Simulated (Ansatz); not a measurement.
Input file for Ansatz (a first-principles code): U-B3LYP/cc-pVTZ on C2H6Be (SMILES [BeH][CH2]C), a point of a bond scan (R = 0.983 Å).

Ansatz 0.2 input:
```yaml
crystal:
  periodic: [false, false, false]
  atoms:
    - {symbol: Be, position_ang: [-1.44516997, -0.33871489, 0.77011572]}
    - {symbol: H, position_ang: [-2.68932334, -0.19576248, 1.22435394]}
    - {symbol: C, position_ang: [0.12565595, -0.52296854, 0.19841947]}
    - {symbol: C, position_ang: [0.70149886, 0.65782353, -0.61085270]}
    - {symbol: H, position_ang: [0.16969963, -1.43496437, -0.41255321]}
    - {symbol: H, position_ang: [0.78521691, -0.73143034, 1.05193390]}
    - {symbol: H, position_ang: [0.72304949, 1.48511308, -0.07984070]}
    - {symbol: H, position_ang: [0.10330796, 0.86593489, -1.50107434]}
    - {symbol: H, position_ang: [1.72340588, 0.46491778, -0.94768440]}
basis:
  gaussian:
    orbitals: cc-pVTZ
hamiltonian:
  xc: {name: B3LYP}
magnetization: {spin_polarized: true, initial_magnetization: 0}
```

The log:

```
WARN ansatz: RAYON_NUM_THREADS=1 ignored (pool sized by the plan → 1); use --threads N
Functional definition: B3LYP
integrals: 0.06 GiB planned
850 factors; their error is unknown
mean field: 0.79 GiB planned
mean field evaluation 1: about -2564.6613 eV, gradient 4.4e1 eV
mean field evaluation 2: about -2555.0122 eV, gradient 5.9e1 eV
mean field evaluation 4: about -2573.8755 eV, gradient 1.0e0 eV
mean field evaluation 8: about -2573.8821 eV, gradient 8.5e-3 eV
mean field evaluation 16: about -2573.8619 eV, gradient 3.2e-5 eV
mean field -2573.86190289 eV, -94.5876803050 hartree, gradient 3.2e-5 eV, S^2 0.000000; 0 other end points of the search recorded, 0 dependent functions left out
reference -2573.86217436 eV, -94.5876902812 hartree; 11, 11 occupied and 163, 163 virtual orbitals, 850 factors
Total energy: -2573.86217436 eV, -94.5876902812 hartree
```

Self-consistency was reached.

Cost: very roughly 5 core-seconds.
